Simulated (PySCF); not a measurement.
# Reading the logs of faulty runs: BH3NO cation

All numbers below are calculated, not measured. They come from PySCF 2.14.0, an open-source quantum chemistry program, on an isolated molecule that a program drew, which may never have been made. The molecule is BH3NO cation (charge +1, singlet), drawn as the SMILES string `N[B+]O`.

Each row is a Hartree-Fock (HF) and frozen-core CCSD(T) single point in the cc-pVDZ basis, meant for a local HF minimum. Run 1 is clean. Each other run has one planted mistake out of seven kinds, and not every kind appears here: one electron removed, one electron added, multiplicity raised by two, geometry at a saddle point, minimal basis STO-3G, one bond length entered in bohr, all coordinates scaled. The reference is restricted for singlets and unrestricted otherwise, and also for a bond in bohr. Adding or removing an electron swaps singlet and doublet. Electrons count all cores. HOMO and LUMO are orbital energies over both spins, the gradient is its largest component, and the lowest frequency (negative if imaginary) is given only where the gradient is small. Bond lengths are over the 5 bonds as drawn. T1 is the CCSD diagnostic: over 0.02 (restricted) or 0.045 (unrestricted) a single reference is doubtful.

Geometry of the clean run:
```xyz
6
BH3NO cation, angstrom
N     0.2221   -0.5950    1.7700
B    -0.8870   -0.5336    1.0461
O    -1.8982   -0.4616    0.3025
H     0.7377   -1.4509    1.8994
H     0.6243    0.2150    2.2142
H    -2.8101   -0.5731    0.5663
```

| run | electrons | basis functions | <S^2> | HOMO (eV) | LUMO (eV) | gradient (hartree/bohr) | lowest frequency (cm^-1) | mean bond (Å) | longest bond (Å) | T1 | HF (hartree) | CCSD(T) (hartree) | mistake |
|---|---|---|---|---|---|---|---|---|---|---|---|---|---|
| 1 | 22 | 57 | 0.000 | -19.36 | -2.17 | 3.1e-05 | 392 | 1.1108 | 1.326 | 0.0149 | -155.57457 | -156.02002 | no fault |
| 2 | 21 | 57 | 0.758 | -29.47 | -15.77 | 1.6e-01 | - | 1.1108 | 1.326 | 0.0250 | -154.93833 | -155.34517 | one electron removed |
| 3 | 22 | 18 | 0.000 | -18.13 | 0.30 | 3.8e-02 | - | 1.1108 | 1.326 | 0.0227 | -153.56663 | -153.73859 | minimal basis STO-3G |
| 4 | 22 | 57 | 0.000 | -19.03 | -2.71 | 3.3e-05 | -489 | 1.1094 | 1.330 | 0.0144 | -155.56914 | -156.01261 | geometry at a saddle point |
| 5 | 22 | 57 | 0.582 | -18.56 | -6.15 | 3.8e-02 | - | 1.2901 | 1.904 | 0.0728 | -155.41305 | -155.86774 | one bond length entered in bohr |
| 6 | 22 | 57 | 0.000 | -19.03 | -2.56 | 4.2e-02 | - | 1.1563 | 1.380 | 0.0170 | -155.56384 | -156.01754 | ? |

**Which mistake was planted in run 6, and what did it cost?**

The mean and the longest bond both change by the same factor, 1.041, and the gradient is no longer small. So the mistake is: all coordinates scaled. Subtracting run 1 and multiplying by 627.51 kcal/mol a hartree, the energy moved by 6.7 kcal/mol in HF and 1.6 kcal/mol in CCSD(T).

Cautions from the logs. Run 3: T1 is over the limit, so its CCSD(T) energy is less reliable; run 5: T1 is over the limit, so its CCSD(T) energy is less reliable.
